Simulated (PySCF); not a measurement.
Several molecules and their computed UV-vis stick spectra, shuffled. Method: PySCF, TDDFT PBE0/def2-SVPD, vertical, gas phase, core orbitals frozen in the response. Geometries: GFN2-xTB; one conformer of each isolated species. Triplets are in the Tamm–Dancoff approximation.

A. `CC(C)(C)O[SiH3]`
B. `F[C@@H](C[SiH3])[C@@H]1O[C@@H]1F`
C. `C=Cc1coc(=O)o1`

Lowest singlet levels (six at most, fewer where fewer were computed) with oscillator strengths:

1. 237 nm (f 0.440); 200 nm (f 0.001); 189 nm (f 0.079); 188 nm (f 0.000); 183 nm (f 0.000); 181 nm (f 0.146); T1 2.98 eV
2. 178 nm (f 0.003); 169 nm (f 0.024); 162 nm (f 0.002); 154 nm (f 0.002); 153 nm (f 0.000); 150 nm (f 0.050); T1 6.70 eV
3. 153 nm (f 0.024); 151 nm (f 0.071); 148 nm (f 0.005); 147 nm (f 0.069); 145 nm (f 0.055); 144 nm (f 0.021); T1 7.63 eV

Question: Match each spectrum to its molecule.

Answer: 1 = C, 2 = A, 3 = B.
- A: S1 at 6.97 eV, HOMO→LUMO (92%); Löwdin shares by element: HOMO oxygen 43%, carbon 17% or more, silicon 13% (atoms not listed hold the other 27%); LUMO silicon 26%, carbon 16% or more, hydrogen 7% or more (atoms not listed hold the other 51%); HOMO -7.97 and LUMO 0.32 eV; point group Cs, 1 of its 6 listed states under f = 0.0005.
- B: S1 at 8.10 eV, HOMO→LUMO (96%); Löwdin shares by element: HOMO carbon 35% or more, silicon 15%, oxygen 13% (atoms not listed hold the other 37%); LUMO silicon 34%, hydrogen 17% or more, carbon 12% or more (atoms not listed hold the other 38%); HOMO -8.72 and LUMO 0.46 eV.
- C: S1 at 5.24 eV, HOMO→LUMO (95%); Löwdin shares by element: HOMO carbon 57% or more, oxygen 12% or more (atoms not listed hold the other 31%); LUMO carbon 78% or more (atoms not listed hold the other 22%); HOMO -7.01 and LUMO -1.50 eV; point group Cs, 2 of its 6 listed states under f = 0.0005.

Without π bonds the low states are Rydberg-like; a valence basis with one diffuse set may place them up to an eV too high.
